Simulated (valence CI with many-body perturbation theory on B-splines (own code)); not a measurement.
**Ga7+: calculated level list**

Method: configuration interaction combined with many-body perturbation theory (CI+MBPT): six valence electrons over a frozen Dirac-Fock core [Ar], radial functions for each j: 7 s, 7 p, 8 d, 6 f, 4 g, 1 h, with the one-electron correlation potential Σ1, the two-electron term Σ2, the three-electron term Σ3, Breit, model QED; selected CI, second order for the rest, scaled by the run's own slope (own B-spline code, finite nucleus).

No measured spectrum was set against this ion. As an estimate, terms of the open shell hold to 2 to 4 % of their energy, and close levels can change places; different configurations can be misplaced against each other by 1,000 to 8,000 cm⁻¹. Core correlation moves these levels by up to 67000 cm⁻¹, and in measured spectra 5 to 20 % of such shifts remained as error; rates that hang on mixing are uncertain with them. Among the levels kept, up to 5900 cm⁻¹ of a level comes from second order outside the variational space, and about a tenth of that is noise between levels of different J, which matters for small intervals. Only levels of the ground parity were solved; by the run's estimate the other parity begins above the list, which can be wrong where configurations are misplaced.

Levels 1 to 35 of 35, with energies above the lowest level, 3d⁶ ⁵D_4. "Leading %" is the weight of the configuration and term that name the level; weights of strongly mixed levels are sums over their largest components and can fall short. In the jj column 3d3/2^4 stands for four electrons in 3d with j = 3/2.

| No. | Configuration | Term | J | E (eV) | Leading % | Leading jj | g |
| --- | --- | --- | --- | --- | --- | --- | --- |
| 1 | 3d⁶ | ⁵D | 4 | 0.000 | 99 | 3d3/2^3 3d5/2^3 (47 %) | 1.498 |
| 2 | 3d⁶ | ⁵D | 3 | 0.245 | 99 | 3d3/2^3 3d5/2^3 (53 %) | 1.499 |
| 3 | 3d⁶ | ⁵D | 2 | 0.399 | 99 | 3d3/2^2 3d5/2^4 (62 %) | 1.499 |
| 4 | 3d⁶ | ⁵D | 1 | 0.498 | 98 | 3d3/2^3 3d5/2^3 (46 %) | 1.500 |
| 5 | 3d⁶ | ⁵D | 0 | 0.545 | 98 | 3d3/2^2 3d5/2^4 (70 %) |  |
| 6 | 3d⁶ | ³P | 2 | 4.376 | 98 | 3d3/2^4 3d5/2^2 (37 %) | 1.495 |
| 7 | 3d⁶ | ³H | 6 | 4.390 | 98 | 3d3/2^3 3d5/2^3 (70 %) | 1.164 |
| 8 | 3d⁶ | ³H | 5 | 4.499 | 92 | 3d3/2^3 3d5/2^3 (62 %) | 1.044 |
| 9 | 3d⁶ | ³H | 4 | 4.529 | 73 | 3d3/2^4 3d5/2^2 (37 %) | 0.892 |
| 10 | 3d⁶ | ³F | 4 | 4.863 | 73 | 3d3/2^2 3d5/2^4 (70 %) | 1.146 |
| 11 | 3d⁶ | ³F | 3 | 4.960 | 90 | 3d3/2^3 3d5/2^3 (60 %) | 1.054 |
| 12 | 3d⁶ | ³F | 2 | 5.056 | 98 | 3d3/2^2 3d5/2^4 (44 %) | 0.670 |
| 13 | 3d⁶ | ³P | 1 | 5.065 | 98 | 3d3/2 3d5/2^5 (56 %) | 1.492 |
| 14 | 3d⁶ | ³P | 0 | 5.273 | 94 | 3d5/2^6 (48 %) |  |
| 15 | 3d⁶ | ³G | 5 | 5.514 | 92 | 3d3/2^2 3d5/2^4 (62 %) | 1.188 |
| 16 | 3d⁶ | ³G | 4 | 5.742 | 87 | 3d3/2^2 3d5/2^4 (36 %) | 1.059 |
| 17 | 3d⁶ | ³G | 3 | 5.820 | 90 | 3d3/2^2 3d5/2^4 (62 %) | 0.780 |
| 18 | 3d⁶ | ¹I | 6 | 6.746 | 98 | 3d3/2^2 3d5/2^4 (70 %) | 1.001 |
| 19 | 3d⁶ | ³D | 2 | 6.956 | 93 | 3d3/2^2 3d5/2^4 (45 %) | 1.161 |
| 20 | 3d⁶ | ³D | 1 | 6.997 | 98 | 3d3/2^2 3d5/2^4 (55 %) | 0.508 |
| 21 | 3d⁶ | ³D | 3 | 7.042 | 98 | 3d3/2^3 3d5/2^3 (55 %) | 1.330 |
| 22 | 3d⁶ | ¹G | 4 | 7.116 | 94 | 3d3/2^2 3d5/2^4 (43 %) | 1.002 |
| 23 | 3d⁶ | ¹S | 0 | 8.165 | 94 | 3d3/2^2 3d5/2^4 (31 %) |  |
| 24 | 3d⁶ | ¹D | 2 | 8.227 | 93 | 3d3/2 3d5/2^5 (34 %) | 1.006 |
| 25 | 3d⁶ | ¹F | 3 | 9.626 | 96 | 3d3/2^3 3d5/2^3 (69 %) | 1.003 |
| 26 | 3d⁶ | ³P | 0 | 11.096 | 98 | 3d3/2^4 3d5/2^2 (51 %) |  |
| 27 | 3d⁶ | ³P | 1 | 11.302 | 99 | 3d3/2^3 3d5/2^3 (79 %) | 1.499 |
| 28 | 3d⁶ | ³F | 2 | 11.501 | 99 | 3d3/2^2 3d5/2^4 (64 %) | 0.667 |
| 29 | 3d⁶ | ³F | 4 | 11.505 | 98 | 3d3/2^2 3d5/2^4 (63 %) | 1.246 |
| 30 | 3d⁶ | ³F | 3 | 11.579 | 96 | 3d3/2^3 3d5/2^3 (47 %) | 1.081 |
| 31 | 3d⁶ | ³P | 2 | 11.732 | 98 | 3d3/2^2 3d5/2^4 (55 %) | 1.497 |
| 32 | 3d⁶ | ¹G | 4 | 12.998 | 98 | 3d3/2^2 3d5/2^4 (48 %) | 1.003 |
| 33 | 3d⁶ | ¹D | 2 | 17.419 | 99 | 3d3/2^2 3d5/2^4 (67 %) | 0.999 |
| 34 | 3d⁶ | ¹S | 0 | 22.531 | 99 | 3d3/2^2 3d5/2^4 (72 %) |  |
| 35 | 3d⁵4s | ⁷S | 3 | 55.679 | 98 | 3d3/2^2 3d5/2^3 4s (42 %) | 2.000 |

The ionisation energy to 3d⁵ ⁶S5/2 of the next ion comes out as 168.39 eV (NIST: 169.9 ± 1.7 eV (theoretical)). All 35 levels together are meant to be complete up to 57.683 eV.
